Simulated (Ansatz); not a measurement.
A nudged elastic band was laid between two geometries of BClF2H2O (7 atoms, charge 0, multiplicity 1).

The calculation used RKS B3LYP/def2-SVP in Ansatz.

```
movable images  : 3
climbing image  : yes
spring          : 5.0 eV/Å²
optimiser       : quadratic models (default)
start path      : through a guess of the saddle point
force threshold : 0.03 eV/Å
iteration limit : 60
end points      : relaxed
```

Image 0:

```xyz
7
Properties=species:S:1:pos:R:3
B 0.044 -0.671 0.254
Cl 1.843 -0.662 -0.127
F -0.742 -1.250 -0.682
F -0.277 -0.899 1.533
H 0.468 1.433 -0.266
O -0.358 1.001 0.017
H -0.978 1.047 -0.730
```

Image 4:

```xyz
7
Properties=species:S:1:pos:R:3
B -0.960 -0.739 0.325
Cl 2.858 1.366 -0.219
F -2.185 -1.035 -0.085
F -0.429 -1.425 1.315
H 1.663 0.870 -0.115
O -0.243 0.254 -0.252
H -0.704 0.708 -0.970
```

Problem. What changes between the two ends?

Solution. Bonds broken: B1–Cl2, H5–O6. Bonds formed: Cl2–H5. BClF2H2O becomes BF2HO + ClH.

Problem. What energy profile does the band end with?

Solution. The run converged. The highest image is number 1 of 0 to 4, 0.66 eV above the first end and 0.96 eV above the last; the last end lies 0.30 eV below the first. Another band between the same ends (9 images) ends at a top of the same energy, where a vibrational analysis finds 1 clearly imaginary mode. So few images can step over the top or miss a turn of the path. The orbitals stay closed-shell, which can raise the energy where a bond breaks towards radicals; this wasn't checked here.

```tsv
image	path coordinate (Å)	energy (eV)	B1–Cl2 (Å)	H5–O6 (Å)	Cl2–H5 (Å)
0	0.00	0.00	1.84	0.97	2.51
1	0.87	0.66	2.24	1.23	1.57
2	1.96	-0.27	3.27	2.08	1.30
3	3.05	-0.29	3.95	2.02	1.30
4	4.15	-0.30	4.39	2.01	1.30
```

Problem. What is the geometry of the highest image?

Solution. 
```xyz
7
Properties=species:S:1:pos:R:3
B -0.258 -0.533 0.278
Cl 1.894 -0.189 -0.234
F -0.789 -1.309 -0.661
F -0.284 -0.900 1.545
H 0.781 0.911 -0.191
O -0.426 0.928 0.041
H -0.918 1.092 -0.780
```

The band took 18 iterations and roughly 2.8 core-minutes.

Run time: 86 s on 2 threads of Arm Neoverse V1, on a shared host, peak memory 0.17 GiB.
